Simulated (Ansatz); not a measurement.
Consider the substitution at a C–S bond: `C[S][Sn][OH]` + `[F][Al]([Cl])[SeH]` → `C[Se][Al]([F])[Cl]` + `[OH][Sn][SH]`.

Computed with Ansatz on PBE0-D4/def2-TZVP structures; ΔE is electronic, products minus reactants. CCSD(T)/CBS adds triple-zeta CCSD(T) − MP2 to the extrapolated MP2 energy (def2 sets, frozen cores). DFT in def2-TZVPP. HSE06 is defined as in plane-wave codes. Elements past krypton have def2 core potentials. For Se, Sn outer-core shells are correlated without core-valence functions, which leaves a few kJ/mol of doubt a bond. Scalar relativity is left out up to krypton. One conformer a species, not always the lowest.

Question: Is it downhill or uphill in electronic energy at CCSD(T)/CBS, and by how much? (Best estimate.)

Answer: The calculation gave: Downhill: ΔE = -1.4 kcal/mol.

Question: What do these levels give: HSE06-D4, PBE-QIDH, BLYP, MP2/def2-TZVPP, CCSD(T)/def2-TZVPP, MP2/CBS(def2)? (An estimate is asked.)

Answer: Computed: HSE06-D4 -1.3, PBE-QIDH -1.5, BLYP -1.9, MP2/def2-TZVPP -2.0, CCSD(T)/def2-TZVPP -1.9, MP2/CBS(def2) -1.6 kcal/mol.

Largest T1 diagnostic among the species: 0.017.

At CCSD(T), def2-SVP lies +1.3 kcal/mol from the extrapolated value and def2-TZVPP −0.4 kcal/mol. Leaving LDA and LC-ωPBE aside and taking each functional with its dispersion term where it has one, the values, not all of them listed here, spread over 0.7 kcal/mol, from BHLYP-D4 to revPBE-D4. LDA lies +1.5 kcal/mol from PBE without D4.
